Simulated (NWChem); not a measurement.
System: MoN2H2BrCl; SMILES [NH]=[Mo](=[NH])([Cl])[Br]

NWChem input:

```
start job
memory heap 200 mb stack 900 mb global 1100 mb
geometry units angstroms noautoz
  Mo     0.238516    -0.429304     0.000000
  N      1.189077    -0.735854     1.386444
  H      2.042808    -1.006710     1.873652
  N      1.189077    -0.735854    -1.386444
  H      2.042808    -1.006710    -1.873652
  Cl    -1.507867    -1.902722     0.000000
  Br    -0.299775     1.941743     0.000000
end
basis spherical
  Mo library def2-svp
  N library def2-svp
  H library def2-svp
  Cl library def2-svp
  Br library def2-svp
end
ecp
  Mo library def2-ecp
end
dft
  xc r2scan
  iterations 150
  grid xfine
end
task dft gradient
```

Excerpt of the output:

```
             Northwest Computational Chemistry Package (NWChem) 7.3.0
             --------------------------------------------------------

 CS  symmetry detected

                             Geometry "geometry" -> ""
                             -------------------------

 Output coordinates in angstroms (scale by  1.889725989 to convert to a.u.)

  No.       Tag          Charge          X              Y              Z
 ---- ---------------- ---------- -------------- -------------- --------------
    1 Mo                  42.0000     0.31168905    -0.46169218     0.00000000
    2 N                    7.0000     1.27683747    -0.71865065     1.38644400
    3 H                    1.0000     2.14343880    -0.94497281     1.87365200
    4 N                    7.0000     1.27683747    -0.71865065    -1.38644400
    5 H                    1.0000     2.14343880    -0.94497281    -1.87365200
    6 Cl                  17.0000    -1.35612195    -2.02349262     0.00000000
    7 Br                  35.0000    -0.34855626     1.87832859     0.00000000

 Effective nuclear repulsion energy (a.u.)     910.2100167459

      Symmetry information
      --------------------

 Group name             Cs
 Group number              2
 Group order               2
 No. of unique centers     5

                                 NWChem DFT Module
                                 -----------------

 Summary of "ao basis" -> "ao basis" (spherical)
 ------------------------------------------------------------------------------
       Tag                 Description            Shells   Functions and Types
 ---------------- ------------------------------  ------  ---------------------
 Mo                         def2-svp                11       31   5s3p2d1f
 N                          def2-svp                 6       14   3s2p1d
 H                          def2-svp                 3        5   2s1p
 Cl                         def2-svp                 8       18   4s3p1d
 Br                         def2-svp                12       32   5s4p3d

      Symmetry analysis of basis
      --------------------------

        a'         75
        a"         44

            General Information
            -------------------
          SCF calculation type: DFT
          Wavefunction type:  closed shell.
          No. of atoms     :     7
          No. of electrons :    82
           Alpha electrons :    41
            Beta electrons :    41
          Charge           :     0
          Spin multiplicity:     1
          Use of symmetry is: on ; symmetry adaption is: on
          Maximum number of iterations: 150
          AO basis - number of functions:   119
                     number of shells:    49
          Convergence on energy requested:  1.00D-06
          Convergence on density requested:  1.00D-05
          Convergence on gradient requested:  5.00D-04

              XC Information
              --------------
                      r^2SCAN Method XC Functional
               r^2SCAN metaGGA Exchange Functional  1.000
                     r^2SCAN Correlation Potential  1.000

             Grid Information
             ----------------
          Grid used for XC integration:  xfine
          Radial quadrature: Mura-Knowles
          Angular quadrature: Lebedev.
          Tag              B.-S. Rad. Rad. Pts. Rad. Cut. Ang. Pts.
          ---              ---------- --------- --------- ---------
          Mo                  1.45      205          10.0      1454
          N                   0.65      100          10.0      1454
          H                   0.35      100          11.0      1202
          Cl                  1.00      125          11.0      1454
          Br                  1.15      160          12.0      1454
          Grid pruning is: on
          Number of quadrature shells:   690
          Spatial weights used:  Erf1

      Superposition of Atomic Density Guess
      -------------------------------------

 Sum of atomic energies:       -3218.18823686

      Non-variational initial energy
      ------------------------------

 Total energy =   -3209.126252
 1-e energy   =   -5384.898057
 2-e energy   =    1721.613752
 HOMO         =      -0.363175
 LUMO         =      -0.053684

      Symmetry analysis of molecular orbitals - initial
      -------------------------------------------------

  Numbering of irreducible representations:

     1 a'          2 a"

  Orbital symmetries:

     1 a'          2 a'          3 a'          4 a'          5 a'
     6 a"          7 a'          8 a"          9 a'         10 a'
    11 a'         12 a"         13 a'         14 a'         15 a"
    16 a'         17 a'         18 a"         19 a'         20 a"
    21 a'         22 a'         23 a"         24 a'         25 a'
    26 a'         27 a"         28 a'         29 a'         30 a'
    31 a"         32 a'         33 a"         34 a'         35 a'
    36 a"         37 a'         38 a'         39 a"         40 a'
    41 a"         42 a'         43 a"         44 a'         45 a'
    46 a'         47 a"         48 a"         49 a'         50 a'
    51 a"

   convergence    iter        energy       DeltaE   RMS-Dens  Diis-err
 ---------------- ----- ----------------- --------- --------- ---------
 d= 0,ls=0.0,diis     1  -3212.4445140945 -3.67D+03  4.08D-02  3.04D+00
 d= 0,ls=0.5,diis     2  -3206.1657058582  6.28D+00  1.72D-02  4.50D+01
 d= 0,ls=0.5,diis     3  -3210.1617619722 -4.00D+00  6.67D-03  2.17D+01
 d= 0,ls=0.5,diis     4  -3211.5384079346 -1.38D+00  5.50D-03  1.11D+01
 d= 0,ls=0.5,diis     5  -3212.3272682715 -7.89D-01  4.21D-03  4.12D+00
 d= 0,ls=0.5,diis     6  -3212.6874467449 -3.60D-01  2.74D-03  9.57D-01
 d= 0,ls=0.5,diis     7  -3212.7922759328 -1.05D-01  1.57D-03  1.23D-01
  Resetting Diis
 d= 0,ls=0.5,diis     8  -3212.8117265364 -1.95D-02  8.66D-04  6.77D-03
 d= 0,ls=0.5,diis     9  -3212.8143342654 -2.61D-03  5.43D-04  1.88D-03
 d= 0,ls=0.5,diis    10  -3212.8151668229 -8.33D-04  3.33D-04  6.51D-04
 d= 0,ls=0.5,diis    11  -3212.8154423726 -2.76D-04  1.90D-04  5.06D-04
 d= 0,ls=0.5,diis    12  -3212.8155949731 -1.53D-04  1.32D-04  2.10D-04
 d= 0,ls=0.5,diis    13  -3212.8156531824 -5.82D-05  8.42D-05  1.99D-04
 d= 0,ls=0.5,diis    14  -3212.8156897246 -3.65D-05  5.87D-05  1.14D-04
 d= 0,ls=0.5,diis    15  -3212.8157087109 -1.90D-05  4.15D-05  6.22D-05
 d= 0,ls=0.5,diis    16  -3212.8157186681 -9.96D-06  2.96D-05  3.32D-05
 d= 0,ls=0.5,diis    17  -3212.8157239169 -5.25D-06  2.14D-05  1.77D-05
 d= 0,ls=0.5,diis    18  -3212.8157266671 -2.75D-06  1.54D-05  9.60D-06
 d= 0,ls=0.5,diis    19  -3212.8157281159 -1.45D-06  1.11D-05  5.28D-06
 d= 0,ls=0.5,diis    20  -3212.8157288844 -7.69D-07  8.11D-06  2.99D-06

         Total DFT energy =    -3212.815729310274
      One electron energy =    -5389.238697535397
           Coulomb energy =     1864.143023701897
    Exchange-Corr. energy =     -141.878109232517
 Nuclear repulsion energy =      454.158053755744

 Numeric. integr. density =       82.000000206697

                  Occupations of the irreducible representations
                  ----------------------------------------------

                     irrep           alpha         beta
                     --------     --------     --------
                     a'               28.0         28.0
                     a"               13.0         13.0

                       DFT Final Molecular Orbital Analysis
                       ------------------------------------

 Vector   39  Occ=2.000000D+00  E=-2.745661D-01  Symmetry=a"
              MO Center= -1.0D-01, -8.5D-01,  2.3D-10, r^2= 4.9D+00
   Bfn.  Coefficient  Atom+Function         Bfn.  Coefficient  Atom+Function
  ----- ------------  ---------------      ----- ------------  ---------------
    82      0.429188  6 Cl pz                79      0.313184  6 Cl pz
   104     -0.236203  7 Br pz               101     -0.216825  7 Br pz
    35     -0.189887  2 N  px                54      0.189887  4 N  px
    76      0.181864  6 Cl pz                18     -0.146879  1 Mo d  1
    37      0.145724  2 N  pz                56      0.145724  4 N  pz

 Vector   40  Occ=2.000000D+00  E=-2.734138D-01  Symmetry=a'
              MO Center= -6.6D-02,  5.5D-01, -2.3D-10, r^2= 4.9D+00
   Bfn.  Coefficient  Atom+Function         Bfn.  Coefficient  Atom+Function
  ----- ------------  ---------------      ----- ------------  ---------------
   102      0.414259  7 Br px                99      0.372918  7 Br px
    96     -0.246133  7 Br px                81      0.231734  6 Cl py
    36      0.212659  2 N  py                55      0.212659  4 N  py
   103      0.211129  7 Br py               100      0.178945  7 Br py
    39     -0.167431  2 N  py                58     -0.167431  4 N  py

 Vector   41  Occ=2.000000D+00  E=-2.629597D-01  Symmetry=a"
              MO Center=  3.4D-01,  6.9D-01,  2.7D-13, r^2= 4.4D+00
   Bfn.  Coefficient  Atom+Function         Bfn.  Coefficient  Atom+Function
  ----- ------------  ---------------      ----- ------------  ---------------
   104      0.455398  7 Br pz               101      0.406172  7 Br pz
    98     -0.267953  7 Br pz                37      0.197669  2 N  pz
    56      0.197669  4 N  pz                35     -0.157361  2 N  px
    54      0.157361  4 N  px                40     -0.151978  2 N  pz
    59     -0.151978  4 N  pz                36      0.138733  2 N  py

 Vector   42  Occ=0.000000D+00  E=-1.254951D-01  Symmetry=a'
              MO Center=  1.5D-01, -3.7D-01, -9.4D-14, r^2= 3.0D+00
   Bfn.  Coefficient  Atom+Function         Bfn.  Coefficient  Atom+Function
  ----- ------------  ---------------      ----- ------------  ---------------
    19      0.644576  1 Mo d  2              15     -0.371515  1 Mo d -2
    80      0.273580  6 Cl px               102      0.268433  7 Br px
     6      0.206503  1 Mo px                24      0.180884  1 Mo d  2
    99      0.180770  7 Br px                40      0.171952  2 N  pz
    59     -0.171952  4 N  pz                37     -0.166644  2 N  pz

 Vector   43  Occ=0.000000D+00  E=-9.645372D-02  Symmetry=a"
              MO Center=  6.2D-01, -5.2D-01,  1.9D-12, r^2= 2.4D+00
   Bfn.  Coefficient  Atom+Function         Bfn.  Coefficient  Atom+Function
  ----- ------------  ---------------      ----- ------------  ---------------
    16      0.766706  1 Mo d -1              39     -0.316609  2 N  py
    58      0.316609  4 N  py                36      0.287969  2 N  py
    55     -0.287969  4 N  py                18     -0.190614  1 Mo d  1
    21      0.184368  1 Mo d -1             104     -0.149596  7 Br pz
    82      0.144389  6 Cl pz               101     -0.088342  7 Br pz

 Vector   44  Occ=0.000000D+00  E=-9.169070D-02  Symmetry=a'
              MO Center=  3.9D-01, -3.2D-01, -1.9D-12, r^2= 3.1D+00
   Bfn.  Coefficient  Atom+Function         Bfn.  Coefficient  Atom+Function
  ----- ------------  ---------------      ----- ------------  ---------------
    15      0.679202  1 Mo d -2              19      0.385664  1 Mo d  2
   103     -0.356807  7 Br py                39     -0.240734  2 N  py
    58     -0.240734  4 N  py                92      0.235945  7 Br s
    36      0.228598  2 N  py                55      0.228598  4 N  py
    81     -0.214670  6 Cl py                20      0.210357  1 Mo d -2

     Multipole analysis of the density
     ---------------------------------

     L   x y z        total         alpha         beta         nuclear
     -   - - -        -----         -----         ----         -------
     0   0 0 0      0.000000    -41.000000    -41.000000     82.000000

     1   1 0 0      1.332222      8.912208      8.912208    -16.492193
     1   0 1 0     -0.310944    -12.370076    -12.370076     24.429208
     1   0 0 1     -0.000000     -0.000000     -0.000000     -0.000000

     2   2 0 0    -42.628732   -144.318768   -144.318768    246.008805
     2   1 1 0     -3.683030    -10.453297    -10.453297     17.223564
     2   1 0 1     -0.000000     -0.000000     -0.000000      0.000000
     2   0 2 0    -50.479410   -391.437399   -391.437399    732.395388
     2   0 1 1      0.000000      0.000000      0.000000      0.000000
     2   0 0 2    -46.121925    -83.648213    -83.648213    121.174501

            General Information
            -------------------
          SCF calculation type: DFT
          Wavefunction type:  closed shell.
          No. of atoms     :     7
          No. of electrons :    82
           Alpha electrons :    41
            Beta electrons :    41
          Charge           :     0
          Spin multiplicity:     1
          Use of symmetry is: on ; symmetry adaption is: on
          Maximum number of iterations: 150
          AO basis - number of functions:   119
                     number of shells:    49
          Convergence on energy requested:  1.00D-06
          Convergence on density requested:  1.00D-05
          Convergence on gradient requested:  5.00D-04

              XC Information
              --------------
                      r^2SCAN Method XC Functional
               r^2SCAN metaGGA Exchange Functional  1.000
                     r^2SCAN Correlation Potential  1.000

             Grid Information
             ----------------
          Grid used for XC integration:  xfine
          Radial quadrature: Mura-Knowles
          Angular quadrature: Lebedev.
          Tag              B.-S. Rad. Rad. Pts. Rad. Cut. Ang. Pts.
          ---              ---------- --------- --------- ---------
          Mo                  1.45      205          10.0      1454
          N                   0.65      100          10.0      1454
          H                   0.35      100          11.0      1202
          Cl                  1.00      125          11.0      1454
          Br                  1.15      160          12.0      1454
          Grid pruning is: on
          Number of quadrature shells:   690
          Spatial weights used:  Erf1

          Convergence Information
          -----------------------
          Convergence aids based upon iterative change in
          total energy or number of iterations.
          Levelshifting, if invoked, occurs when the
          HOMO/LUMO gap drops below (HL_TOL):  1.00D-02
          DIIS, if invoked, will attempt to extrapolate
          using up to (NFOCK): 10 stored Fock matrices.

                    Damping( 0%)  Levelshifting(0.5)       DIIS
                  --------------- ------------------- ---------------
          dE  on:    start            ASAP                start
          dE off:    2 iters        150 iters           150 iters

                            NWChem DFT Gradient Module
                            --------------------------

  charge          =   0.00
  wavefunction    = closed shell

  Using symmetry

                         DFT ENERGY GRADIENTS

    atom               coordinates                        gradient
                 x          y          z           x          y          z
   1 Mo      0.589007  -0.872472   0.000000    0.013580  -0.004536   0.000000
   2 N       2.412873  -1.358053   2.619999   -0.006289   0.001773  -0.011114
   3 H       4.050512  -1.785740   3.540689   -0.001586   0.000421  -0.000726
   4 N       2.412873  -1.358053  -2.619999   -0.006289   0.001773   0.011114
   5 H       4.050512  -1.785740  -3.540689   -0.001586   0.000421   0.000726
   6 Cl     -2.562699  -3.823847   0.000000    0.001574   0.001201   0.000000
   7 Br     -0.658676   3.549526   0.000000    0.000596  -0.001053   0.000000
```

Level: r2SCAN/def2-SVP with def2 effective core potentials on Mo. All runs use the structure optimised with PBE0/def2-SVP. Not confirmed as a minimum by frequencies. def2 effective core potentials on Mo; no spin-orbit coupling.
